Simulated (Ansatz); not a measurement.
`[NH2][Ga]([NH2])[Br]` + `CO[Si](O)([SiH3])Cl` → `C[O][Ga]([NH2])[NH2]` + `O[Si]([SiH3])(Cl)Br`  (redistribution)

Isolated molecules relaxed with PBE0-D4/def2-TZVP in Ansatz; ΔE leaves out vibrations. CCSD(T)/CBS adds triple-zeta CCSD(T) − MP2 to the extrapolated MP2 energy (def2 sets, frozen cores). Functionals use def2-TZVPP. B3LYP here is the variant with VWN-RPA as its local correlation; programs differ in this. For Br, Ga outer-core shells are correlated without core-valence functions, which leaves a few kJ/mol of doubt a bond. Scalar relativity is left out up to krypton. One conformer a species, not always the lowest.

| species | B3LYP-D4 energy (Eh) |
| --- | --- |
| `[NH2][Ga]([NH2])[Br]` | -4611.16963 |
| `CO[Si](O)([SiH3])Cl` | -1232.29196 |
| `C[O][Ga]([NH2])[NH2]` | -2152.12873 |
| `O[Si]([SiH3])(Cl)Br` | -3691.29487 |

Work out ΔE.

ΔE = (-2152.12873) + (-3691.29487) − (-4611.16963) − (-1232.29196) = 0.03799 Eh = +99.7 kJ/mol. CCSD(T)/CBS gives +96.0 kJ/mol.

Largest T1 diagnostic among the species: 0.013.

In def2-TZVPP, CCSD(T) changes the Hartree–Fock value by −18.2 kJ/mol (the triples alone add −2.5 kJ/mol) and MP2 by −21.3 kJ/mol. From PBE to PBE0 (25 % exact exchange), in def2-TZVPP and without D4, ΔE moves by +7.3 kJ/mol.
